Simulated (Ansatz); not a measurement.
The cluster K₃Na₃⁺. Charge 1, multiplicity 2. Geometry r2SCAN/def2-SVP, that of the neutral singlet; atoms count from 1.

```tsv
atom	x (Å)	y (Å)	z (Å)
Na1	3.1904	-0.9614	-0.7116
Na2	-0.1050	0.1202	-0.6449
Na3	-1.7581	2.8071	0.8254
K4	-0.0707	-3.7631	-0.6105
K5	2.3694	2.8555	0.6403
K6	-3.6260	-1.0583	0.5012
```

The charge 1 doublet is spin-contaminated (final ⟨S²⟩ up to 0.83, 0.75 for a pure state). The structure comes from a short search, and lower isomers may exist.

Q: Estimate the Mulliken populations from the PBE0/def2-TZVP orbitals of Ansatz.

A: 
```json
{"atom": "Na1", "charge (e)": "-0.06", "spin (α − β)": "0.07"}
{"atom": "Na2", "charge (e)": "0.45", "spin (α − β)": "-0.14"}
{"atom": "Na3", "charge (e)": "-0.06", "spin (α − β)": "0.07"}
{"atom": "K4", "charge (e)": "0.20", "spin (α − β)": "0.28"}
{"atom": "K5", "charge (e)": "0.26", "spin (α − β)": "0.43"}
{"atom": "K6", "charge (e)": "0.20", "spin (α − β)": "0.28"}
```
Mulliken values and Mayer orders depend strongly on the basis.

Q: Where does the spin sit?

A: Summed by element: Na 0.00, K 1.00, of 1 unpaired in all. Largest on single atoms: K5 0.43, K6 0.28, K4 0.28.

Q: And the Mayer bond orders between bonded heavy atoms (over 0.3)?

A: Na1–K4 0.35 (4.30 Å); Na1–K5 0.33 (4.13 Å); Na3–K5 0.33 (4.13 Å); Na3–K6 0.35 (4.31 Å); K4–K6 0.32 (4.60 Å).
